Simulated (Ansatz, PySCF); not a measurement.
Molecule: GaCl$_{3}$ (charge -1, doublet). 
Structure (B3LYP-D3(BJ)/def2-TZVP (Ansatz, an electronic-structure program) minimum search):
```xyz
4

Ga    -0.1501     0.1788     0.4543
Cl    -1.7424    -1.1964    -0.4539
Cl     0.2240     1.8928    -1.0199
Cl     1.7920    -1.0224     0.6454
```
Charge -1, spin multiplicity 2.

Total electronic energies in hartree. Correlated levels leave the core frozen unless marked. UHF or UKS for open shells. No spin-orbit coupling. The frozen core is the preceding noble-gas configuration, with the filled d and f shells of earlier blocks. No relativistic terms. CBS marks a two-point X^-3 extrapolation of the correlation energy; Hartree-Fock from the larger set. The bracket is a focal-point correction in the basis named.

```
level                                                                 program  energy (Eh)
-------------------------------------------------------------  --------------  -----------
HF/6-31G                                                               Ansatz  -3301.57205
HF/6-31G*                                                              Ansatz  -3301.65061
HF/def2-SVP                                                            Ansatz  -3301.29469
HF/def2-TZVPP                                                          Ansatz  -3302.02268
HF-D4/def2-TZVPD                                                PySCF + dftd4  -3302.04285
RI-HF/def2-TZVPP                                                       Ansatz  -3302.02252
revPBE-D4/def2-TZVPD                                           Ansatz + dftd4  -3305.35273
PBE0/STO-3G                                                            Ansatz  -3267.36776
PBE0-D3(BJ)/def2-TZVPD                                         Ansatz + dftd3  -3305.03530
PBE0-D4/def2-TZVPD                                             Ansatz + dftd4  -3305.03609
PBE0/def2-TZVP                                                         Ansatz  -3305.02550
PBE0/def2-QZVPP                                                        Ansatz  -3305.11128
BHLYP-D3(BJ)/def2-TZVPD                                        Ansatz + dftd3  -3305.72047
BHLYP/def2-TZVPD                                                       Ansatz  -3305.71237
TPSSh-D3(BJ)/def2-TZVPD                                         PySCF + dftd3  -3305.76403
TPSSh/def2-TZVPD                                                        PySCF  -3305.75834
LC-wPBE/def2-TZVPD                                                     Ansatz  -3305.10457
B2PLYP-D3(BJ)/def2-TZVPD                                       Ansatz + dftd3  -3304.94038
RI-MP2/def2-QZVPP                                                      Ansatz  -3302.80225
RI-MP2/CBS(def2-TZVPPD,def2-QZVPPD)                                    Ansatz   -3302.8492
CCSD/def2-SVPD                                                         Ansatz  -3301.86227
CCSD(T)/def2-TZVPPD                                                    Ansatz  -3302.74600
RI-MP2/CBS(def2-TZVPPD,def2-QZVPPD)+[CCSD(T)-MP2]/def2-TZVPPD          Ansatz   -3302.9281
```

Totals of different functionals don't rank their quality; only differences between species are comparable.
